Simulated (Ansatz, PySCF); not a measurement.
Reaction (SMILES): Cc1ccc(C)[nH]1 + 9 [H][H] (H2) → 6 C (CH4) + N (NH3)
Each molecule is optimised on its own at B3LYP-D3(BJ)/def2-TZVP (Ansatz, a quantum-chemistry and plane-wave program).

Quantity: energy of full hydrogenation (enthalpy at 298 K, with B3LYP-D3(BJ) rigid-rotor harmonic-oscillator terms from PySCF), in kJ/mol. Correlated levels leave the core frozen unless marked. No spin-orbit coupling. No relativistic terms. CBS marks a two-point X^-3 extrapolation of the correlation energy; Hartree-Fock from the larger set.

```
level                                program  energy of full hydrogenation (kJ/mol)  minus last row
----------------------------  --------------  -------------------------------------  --------------
r2SCAN-D4/def2-TZVPD          Ansatz + dftd4                                 -519.8            16.4
PBE0-D4/def2-TZVP             Ansatz + dftd4                                 -542.9            -6.7
PBE0-D4/def2-TZVPD            Ansatz + dftd4                                 -545.0            -8.8
B2PLYP-D4/def2-TZVPD          Ansatz + dftd4                                 -517.3            18.9
MP2/aug-cc-pVDZ                       Ansatz                                 -513.7            22.5
CCSD/aug-cc-pVTZ                      Ansatz                                 -578.9           -42.7
CCSD(T)/CBS(cc-pVTZ,cc-pVQZ)          Ansatz                                 -536.2             0.0
```
